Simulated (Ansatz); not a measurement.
Mulliken charges of CH5AlBN (`B[N]1[CH2][AlH]1`) from B3LYP/def2-TZVPP in Ansatz (PBE0-D4/def2-TZVP geometry).

```csv
atom,x (Å),y (Å),z (Å),charge (e)
B1,-0.305,1.092,-1.110,-0.130
N2,-0.198,0.253,-0.008,-0.107
C3,0.703,-0.968,0.145,-0.213
Al4,-0.428,-0.462,1.588,0.345
H5,0.358,0.892,-2.094,-0.006
H6,-1.070,2.017,-1.062,-0.009
H7,0.462,-1.781,-0.540,0.088
H8,1.768,-0.736,0.115,0.088
H9,-1.200,-0.353,2.950,-0.057
```

By hand: the dipole of these point charges (1 e Å = 4.8032 D).

Σ q r = (0.036, -0.347, 0.479) e Å, of length 0.593 e Å = 2.85 D.

How does the dipole of the full density compare? (Estimate.)

Computed: (-0.034, -0.312, 0.561) e Å, 3.09 D; the point charges give 0.92 times that, at 9° from its direction.

Point charges leave out the atoms' own dipoles, such as those of lone pairs, and Mulliken's split depends on the basis, so the close match here is no proof of good charges.

B3LYP here is the variant with VWN-RPA as its local correlation; programs differ in this.
